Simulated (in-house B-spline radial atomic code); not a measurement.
Computed with a B-spline radial atomic code. Model: two electrons, singlet ground state, non-relativistic, full CI in B-splines with partial waves to l = 8 (at full coupling up to 3e-4 hartree above the limit, correlation up to 0.6 % small), density held at that of full coupling by Lieb maximisation.

W(λ) is the mean repulsion in the state of coupling λ less the Hartree energy of the fixed density. Its start is exact exchange, its initial slope is twice the second-order Görling-Levy correlation energy, and its area from 0 to 1 is E_xc. A straight curve means weak, dynamic correlation, and a curve that drops fast and flattens means strong correlation.

Command:
```bash
python run_ac.py task.json out
```
Settings (lengths in bohr, energies in hartree):
```
potential              coulomb
strength               1.5
lmax                   8
wall_radius            0.5
```

Run time, properties included: 1.2 s on 1 thread of Intel(R) Xeon(R) Processor @ 2.30GHz, with other jobs on the host.

**W = mean repulsion less Hartree energy, and W of three functionals.**

Given: confinement point charge; nuclear charge 1.5; hard wall radius 0.5 bohr; external potential -Z/r.

Computed: LDA exchange minus exact 517.24 millihartree; SCAN exchange minus exact -13.288 millihartree.

```json
{"coupling": "0", "W xc (hartree)": "-3.7113", "W xc minus exchange (millihartree)": "0", "kinetic minus Kohn-Sham (millihartree)": "0", "LDA (PW92) W minus its exchange (millihartree)": "0", "PBE W minus its exchange (millihartree)": "0", "SCAN W minus its exchange (millihartree)": "0"}
{"coupling": "0.02", "W xc (hartree)": "-3.7134", "W xc minus exchange (millihartree)": "-2.1", "kinetic minus Kohn-Sham (millihartree)": "0", "LDA (PW92) W minus its exchange (millihartree)": "-15.24", "PBE W minus its exchange (millihartree)": "-3.45", "SCAN W minus its exchange (millihartree)": "-1.96"}
{"coupling": "0.05", "W xc (hartree)": "-3.7166", "W xc minus exchange (millihartree)": "-5.24", "kinetic minus Kohn-Sham (millihartree)": "0.1", "LDA (PW92) W minus its exchange (millihartree)": "-32.5", "PBE W minus its exchange (millihartree)": "-8.6", "SCAN W minus its exchange (millihartree)": "-4.86"}
{"coupling": "0.12", "W xc (hartree)": "-3.7238", "W xc minus exchange (millihartree)": "-12.515", "kinetic minus Kohn-Sham (millihartree)": "0.7", "LDA (PW92) W minus its exchange (millihartree)": "-65.35", "PBE W minus its exchange (millihartree)": "-20.43", "SCAN W minus its exchange (millihartree)": "-11.55"}
{"coupling": "0.25", "W xc (hartree)": "-3.7372", "W xc minus exchange (millihartree)": "-25.845", "kinetic minus Kohn-Sham (millihartree)": "3.2", "LDA (PW92) W minus its exchange (millihartree)": "-114.65", "PBE W minus its exchange (millihartree)": "-41.68", "SCAN W minus its exchange (millihartree)": "-23.71"}
{"coupling": "0.4", "W xc (hartree)": "-3.7523", "W xc minus exchange (millihartree)": "-40.941", "kinetic minus Kohn-Sham (millihartree)": "8.1", "LDA (PW92) W minus its exchange (millihartree)": "-162.09", "PBE W minus its exchange (millihartree)": "-65.12", "SCAN W minus its exchange (millihartree)": "-37.4"}
{"coupling": "0.6", "W xc (hartree)": "-3.7719", "W xc minus exchange (millihartree)": "-60.604", "kinetic minus Kohn-Sham (millihartree)": "17.9", "LDA (PW92) W minus its exchange (millihartree)": "-216.38", "PBE W minus its exchange (millihartree)": "-94.77", "SCAN W minus its exchange (millihartree)": "-55.13"}
{"coupling": "0.8", "W xc (hartree)": "-3.7911", "W xc minus exchange (millihartree)": "-79.751", "kinetic minus Kohn-Sham (millihartree)": "31.3", "LDA (PW92) W minus its exchange (millihartree)": "-263.98", "PBE W minus its exchange (millihartree)": "-122.82", "SCAN W minus its exchange (millihartree)": "-72.36"}
{"coupling": "1", "W xc (hartree)": "?", "W xc minus exchange (millihartree)": "?", "kinetic minus Kohn-Sham (millihartree)": "?", "LDA (PW92) W minus its exchange (millihartree)": "?", "PBE W minus its exchange (millihartree)": "?", "SCAN W minus its exchange (millihartree)": "?"}
{"coupling": "1.4", "W xc (hartree)": "?", "W xc minus exchange (millihartree)": "?", "kinetic minus Kohn-Sham (millihartree)": "?", "LDA (PW92) W minus its exchange (millihartree)": "?", "PBE W minus its exchange (millihartree)": "?", "SCAN W minus its exchange (millihartree)": "?"}
{"coupling": "2", "W xc (hartree)": "-3.896", "W xc minus exchange (millihartree)": "-184.68", "kinetic minus Kohn-Sham (millihartree)": "176.6", "LDA (PW92) W minus its exchange (millihartree)": "-478.25", "PBE W minus its exchange (millihartree)": "-266.52", "SCAN W minus its exchange (millihartree)": "-166.78"}
{"coupling": "3", "W xc (hartree)": "-3.972", "W xc minus exchange (millihartree)": "-260.66", "kinetic minus Kohn-Sham (millihartree)": "365.8", "LDA (PW92) W minus its exchange (millihartree)": "-608.51", "PBE W minus its exchange (millihartree)": "-363.96", "SCAN W minus its exchange (millihartree)": "-235.99"}
{"coupling": "4.5", "W xc (hartree)": "-4.0699", "W xc minus exchange (millihartree)": "-358.59", "kinetic minus Kohn-Sham (millihartree)": "730.8", "LDA (PW92) W minus its exchange (millihartree)": "-761.87", "PBE W minus its exchange (millihartree)": "-485.55", "SCAN W minus its exchange (millihartree)": "-327.21"}
{"coupling": "7", "W xc (hartree)": "-4.2001", "W xc minus exchange (millihartree)": "-488.82", "kinetic minus Kohn-Sham (millihartree)": "1472.2", "LDA (PW92) W minus its exchange (millihartree)": "-953.04", "PBE W minus its exchange (millihartree)": "-644.99", "SCAN W minus its exchange (millihartree)": "-453.48"}
{"coupling": "10", "W xc (hartree)": "-4.318", "W xc minus exchange (millihartree)": "-606.64", "kinetic minus Kohn-Sham (millihartree)": "2465.1", "LDA (PW92) W minus its exchange (millihartree)": "-1121.5", "PBE W minus its exchange (millihartree)": "-791.01", "SCAN W minus its exchange (millihartree)": "-574.04"}
```

Q: What belongs in the row 1?

A: W xc (hartree): -3.8097; W xc minus exchange (millihartree): -98.399; kinetic minus Kohn-Sham (millihartree): 48.1; LDA (PW92) W minus its exchange (millihartree): -306.84; PBE W minus its exchange (millihartree): -149.47; SCAN W minus its exchange (millihartree): -89.11.

Q: What belongs in the row 1.4?

A: W xc (hartree): -3.8456; W xc minus exchange (millihartree): -134.26; kinetic minus Kohn-Sham (millihartree): 91.1; LDA (PW92) W minus its exchange (millihartree): -382.39; PBE W minus its exchange (millihartree): -199.21; SCAN W minus its exchange (millihartree): -121.33.

Q: What is the PBE exchange minus exact?

A: 166.3 millihartree.

**Energy parts, natural occupations and partial-wave weights.**

Computed: total energy 27.9947 hartree; correlation energy -0.050298 hartree; kinetic part of the DFT correlation energy 0.048101 hartree; initial slope twice GL2 -0.10512 hartree; kinetic part over minus potential part 0.48884; Kohn-Sham kinetic 39.884 hartree; Lieb Oxford ratio E_xc over LDA exchange 1.1777.

```tsv
natural	occupation of the shell (electrons)
s	1.9984
p	0.0014856
d	7.6014e-05
s	5.7957e-05
p	?
f	1.0533e-05
```

Q: What belongs in the row p?

A: occupation of the shell (electrons): 1.0545e-05.

```tsv
wave	weight
s	0.9992
p	0.00074835
d	?
f	5.6604e-06
g	1.3283e-06
```

Q: What belongs in the row d?

A: weight: 3.934e-05.

Q: What is the Hartree energy?

A: 7.4226 hartree.

Q: What is the exchange energy?

A: -3.7113 hartree.

Half-way to full coupling W has made 52 % of its drop, against 50 % for a straight line, and second-order (GL2) theory, half the initial slope, overshoots the correlation energy by about 5 %: correlation is weak here. Over couplings 0 to 1 the errors in E_xc come to about +388 millihartree for LDA, +138 millihartree for PBE, -8.7 millihartree for SCAN, so SCAN is nearest. In LDA and PBE and SCAN the errors of exchange and correlation have opposite signs, so the sum is smaller than the larger of the two.
